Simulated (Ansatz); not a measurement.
Geometry optimisation of RbBr₂.

```yaml
crystal:
  periodic: [false, false, false]
  atoms:
    - {symbol: Rb, position_ang: [0.225730, -0.001860, 0.071130]}
    - {symbol: Br, position_ang: [-0.355480, -2.957830, 0.564320]}
    - {symbol: Br, position_ang: [0.129750, 2.959680, -0.635450]}
basis:
  gaussian: {orbitals: def2-TZVP}
magnetization: {spin_polarized: true, initial_magnetization: 1}
hamiltonian: {xc: pbe, dispersion: d4}
scf: {lower_state_search: "off"}
output: {orbitals: {seedname: orbitals}}
relax: {f_tol: 0.02, max_steps: 100}
```

```sh
$ ansatz run in.yaml --threads 4 --pin off --events-out ev --progress --plain --max-ram 3916MiB
```

It prints (some lines left out):

```
Functional definition: PBE
  name "PBE"
  cite "Perdew, Burke & Ernzerhof, Phys. Rev. Lett. 77, 3865 (1996) doi:10.1103/PhysRevLett.77.3865"
  parent pbe
  parameter kappa = 0.804
  parameter beta = 0.06672455060314922
  exchange = pbe_x(kappa = kappa, mu = beta*pi^2/3)
  correlation = pbe_c(beta = beta)
these checks for a lower state are left out or cut short: stability, starts, cluster_reference, orbital_swaps, neighbouring_geometries, increment
mean field -140729.17900846 eV, -5171.7019388974 hartree, gradient 2.6e-6 eV, S^2 0.751669; 0 other end points of the search recorded, 0 dependent functions left out
the calculation of the forces begins
relax step   1: F+E_penalty+E_count = -140729.22035267 eV  Δ(F+E_penalty+E_count) = +0.000e0 eV  max|allowed force component| = 2.060e-1 eV/Å  Δτ_max = 0.0000 Å  (43 SCF iters, accepted)
these checks for a lower state are left out or cut short: stability, starts, cluster_reference, orbital_swaps, neighbouring_geometries, increment
mean field -140729.18992384 eV, -5171.7023400301 hartree, gradient 1.7e-6 eV, S^2 0.751677; 0 other end points of the search recorded, 0 dependent functions left out
the calculation of the forces begins
relax step   2: F+E_penalty+E_count = -140729.23098572 eV  Δ(F+E_penalty+E_count) = -1.063e-2 eV  max|allowed force component| = 1.377e-1 eV/Å  Δτ_max = 0.0332 Å  (35 SCF iters, accepted)
these checks for a lower state are left out or cut short: stability, starts, cluster_reference, orbital_swaps, neighbouring_geometries, increment
mean field -140729.21580446 eV, -5171.7032911253 hartree, gradient 8.6e-7 eV, S^2 0.751427; 0 other end points of the search recorded, 0 dependent functions left out
the calculation of the forces begins
relax step   3: F+E_penalty+E_count = -140729.25620493 eV  Δ(F+E_penalty+E_count) = -2.522e-2 eV  max|allowed force component| = 3.068e-1 eV/Å  Δτ_max = 0.0896 Å  (134 SCF iters, accepted)
these checks for a lower state are left out or cut short: stability, starts, cluster_reference, orbital_swaps, neighbouring_geometries, increment
mean field -140729.25228891 eV, -5171.7046319043 hartree, gradient 1.3e-6 eV, S^2 0.751434; 0 other end points of the search recorded, 0 dependent functions left out
the calculation of the forces begins
relax step   4: F+E_penalty+E_count = -140729.29111525 eV  Δ(F+E_penalty+E_count) = -3.491e-2 eV  max|allowed force component| = 9.039e-2 eV/Å  Δτ_max = 0.1948 Å  (20 SCF iters, accepted)
these checks for a lower state are left out or cut short: stability, starts, cluster_reference, orbital_swaps, neighbouring_geometries, increment
mean field -140729.25686940 eV, -5171.7048002341 hartree, gradient 8.2e-7 eV, S^2 0.751432; 0 other end points of the search recorded, 0 dependent functions left out
the calculation of the forces begins
relax step   5: F+E_penalty+E_count = -140729.29604076 eV  Δ(F+E_penalty+E_count) = -4.926e-3 eV  max|allowed force component| = 2.204e-2 eV/Å  Δτ_max = 0.0431 Å  (21 SCF iters, accepted)
these checks for a lower state are left out or cut short: stability, starts, cluster_reference, orbital_swaps, neighbouring_geometries, increment
mean field -140729.25736028 eV, -5171.7048182737 hartree, gradient 7.7e-7 eV, S^2 0.751432; 0 other end points of the search recorded, 0 dependent functions left out
the calculation of the forces begins
relax step   6: F+E_penalty+E_count = -140729.29660930 eV  Δ(F+E_penalty+E_count) = -5.685e-4 eV  max|allowed force component| = 4.024e-3 eV/Å  Δτ_max = 0.0411 Å  (21 SCF iters, accepted)
these checks for a lower state are left out or cut short: stability, starts, cluster_reference, orbital_swaps, neighbouring_geometries, increment
mean field -140729.25754299 eV, -5171.7048249881 hartree, gradient 8.1e-7 eV, S^2 0.751432; 0 other end points of the search recorded, 0 dependent functions left out
the calculation of the forces begins
relax step   7: F+E_penalty+E_count = -140729.29680933 eV  Δ(F+E_penalty+E_count) = -2.000e-4 eV  max|allowed force component| = 3.901e-3 eV/Å  Δτ_max = 0.0446 Å  (21 SCF iters, accepted)
these checks for a lower state are left out or cut short: stability, starts, cluster_reference, orbital_swaps, neighbouring_geometries, increment
mean field -140729.25763887 eV, -5171.7048285116 hartree, gradient 8.0e-7 eV, S^2 0.751432; 0 other end points of the search recorded, 0 dependent functions left out
the calculation of the forces begins
relax step   8: F+E_penalty+E_count = -140729.29689107 eV  Δ(F+E_penalty+E_count) = -8.174e-5 eV  max|allowed force component| = 1.225e-3 eV/Å  Δτ_max = 0.0450 Å  (21 SCF iters, accepted)
Total energy: -140729.29698206 eV, -5171.7062743473 hartree
Atom 0 at     0.002915     0.000014     0.000909 Å, force    -0.000147    -0.000283     0.000019 eV/Å
Atom 1 at    -0.264583    -3.210168     0.650434 Å, force    -0.000015    -0.000942     0.000210 eV/Å
Atom 2 at     0.261667     3.210144    -0.651344 Å, force     0.000162     0.001225    -0.000229 eV/Å
Dipole moment:     0.003294    -0.000065     0.001047 e Å
Checks for a lower state left out: stability, starts, cluster_reference, orbital_swaps, neighbouring_geometries, increment
```

Run time 7.5 s (4 threads of AMD EPYC 9R45 on a shared host).

In the def2 sets Rb takes a core potential; there is no spin–orbit coupling. The gap within one spin of the charge 0 doublet nearly closes, so an electron or hole may be smeared out by delocalisation error. The relaxation made no stability test and no search for a lower SCF solution. Another isomer (doublet) lies 0.69 eV lower at PBE0-D4/def2-TZVP; other spin states weren't run for this one.
